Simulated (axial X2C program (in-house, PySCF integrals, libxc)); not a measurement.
**InCl⁺ along the bond: PBE0, two-component**

All values were computed with an axial X2C code built on PySCF integrals. Two-component (2c) means X2C with spin–orbit coupling and atomic mean-field two-electron Coulomb and Gaunt terms. Basis: In dyall-cv3z [11s12p9d4f1g], Cl dyall-av3z [9s8p3d2f] (cores contracted in-house); Gaussian nuclei, density fitting, unrestricted open shells. Masses: In 114.904 u, Cl 34.969 u.

State: Ω = 1/2 (⟨Sz⟩ = 0.50, ⟨Lz⟩ = 0.00 at PBE0). Dipoles are positive if Cl is the positive end and refer to the centre of mass.

| R (Å) | μ (D) | HOMO (eV) | LUMO (eV) |
| --- | --- | --- | --- |
| 2.008 | -2.001 | -14.18 | -11.00 |
| 2.100 | -2.319 | -14.31 | -11.20 |
| 2.170 | -2.535 | -14.39 | -11.34 |
| 2.239 | -2.724 | -14.47 | -11.45 |
| 2.308 | -2.879 | -14.54 | -11.55 |
| 2.389 | -3.009 | -14.61 | -11.63 |
| 2.470 | -3.082 | -14.59 | -11.68 |
| 2.573 | -3.097 | -14.46 | -11.70 |
| 2.700 | -3.028 | -14.34 | -11.67 |
| 2.885 | -2.881 | -14.21 | -11.52 |

Problem. The minimum lies at 2.300 Å. What is the dipole moment there?

Solution. At PBE0, 2c, with the sign and origin stated: μ = -2.86 D.

The state is one determinant whose occupation by symmetry is held fixed; it was picked as the lowest of a PBE0 search that is not exhaustive. Density functionals use the spin component along the axis (collinear).
